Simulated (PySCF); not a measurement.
# One molecule, several mistakes: BH2O2Si anion

Calculated results; nothing here was measured. They come from PySCF 2.14.0, an open-source quantum chemistry program, on an isolated molecule that a program drew, which may never have been made. The molecule is BH2O2Si anion (charge -1, singlet), drawn as the SMILES string `B[Si](=O)[O-]`.

Each row is a Hartree-Fock (HF) and frozen-core CCSD(T) single point in the aug-cc-pV(D+d)Z basis, meant for a local HF minimum. Run 1 is clean. Each other run has one planted mistake out of seven kinds, and not every kind appears here: one electron removed, one electron added, multiplicity raised by two, geometry at a saddle point, minimal basis STO-3G, one bond length entered in bohr, all coordinates scaled. The reference is restricted for singlets and unrestricted otherwise, and also for a bond in bohr. Adding or removing an electron swaps singlet and doublet. Electrons count all cores. HOMO and LUMO are orbital energies over both spins, the gradient is its largest component, and the lowest frequency (negative if imaginary) is given only where the gradient is small. Bond lengths are over the 5 bonds as drawn. T1 is the CCSD diagnostic: over 0.02 (restricted) or 0.045 (unrestricted) a single reference is doubtful.

Geometry of the clean run:
```xyz
6
BH2O2Si anion, angstrom
B    -1.9927   -0.9234    0.1102
Si   -0.8475    0.4180    1.1003
O     0.4157   -0.2188    1.6951
O    -1.4494    1.8294    1.0771
H    -1.8585   -1.1558   -1.0680
H    -2.8685   -1.5595    0.6473
```

| run | electrons | basis functions | <S^2> | HOMO (eV) | LUMO (eV) | gradient (hartree/bohr) | lowest frequency (cm^-1) | mean bond (Å) | longest bond (Å) | T1 | HF (hartree) | CCSD(T) (hartree) | mistake |
|---|---|---|---|---|---|---|---|---|---|---|---|---|---|
| 1 | 38 | 119 | 0.000 | -5.54 | 3.57 | 1.2e-05 | 142 | 1.5017 | 2.023 | 0.0253 | -464.58752 | -465.22338 | no fault |
| 2 | 38 | 119 | 0.000 | -5.62 | 3.56 | 2.9e-05 | -245 | 1.5093 | 2.062 | 0.0226 | -464.57916 | -465.21397 | geometry at a saddle point |
| 3 | 37 | 119 | 0.766 | -11.80 | -1.00 | 1.1e-01 | - | 1.5017 | 2.023 | 0.0641 | -464.47846 | -465.06202 | one electron removed |
| 4 | 38 | 119 | 0.000 | -5.60 | 3.51 | 9.9e-02 | - | 1.6444 | 2.215 | 0.0293 | -464.53552 | -465.19747 | all coordinates scaled |
| 5 | 38 | 119 | 0.990 | -3.43 | 3.27 | 1.5e-02 | - | 1.7748 | 2.900 | 0.0464 | -464.40217 | -465.01277 | ? |
| 6 | 38 | 119 | 2.049 | -2.87 | 3.34 | 4.2e-02 | - | 1.5017 | 2.023 | 0.0283 | -464.48851 | -465.12616 | ? |

**Which mistake was planted in run 5, and what did it cost?**

The mean bond changes by a factor of 1.182 and the longest by 1.434, so the molecule wasn't scaled as a whole. A length L in bohr read as angstrom grows by (1/0.5292 - 1) L = 0.890 L. The 5 bonds together grew by 5 x 0.2731 = 1.365 Å, which gives L = 1.535 Å. That is the length of one of the O-Si bonds, 1.535 Å in the clean geometry. So the mistake is: one bond length entered in bohr. Subtracting run 1 and multiplying by 627.51 kcal/mol a hartree, the energy moved by 116.3 kcal/mol in HF and 132.2 kcal/mol in CCSD(T).

**Which mistake was planted in run 6, and what did it cost?**

Electrons, basis and geometry are unchanged, and <S^2> is 2.049, beside S(S+1) = 2.00 for a multiplicity of 3. So the mistake is: multiplicity raised by two. Subtracting run 1 and multiplying by 627.51 kcal/mol a hartree, the energy moved by 62.1 kcal/mol in HF and 61.0 kcal/mol in CCSD(T).

Cautions from the logs. Run 1: T1 is over the limit, so its CCSD(T) energy is less reliable; run 2: T1 is over the limit, so its CCSD(T) energy is less reliable; run 3: T1 is over the limit, so its CCSD(T) energy is less reliable; run 4: T1 is over the limit, so its CCSD(T) energy is less reliable; run 5: T1 is over the limit, so its CCSD(T) energy is less reliable.
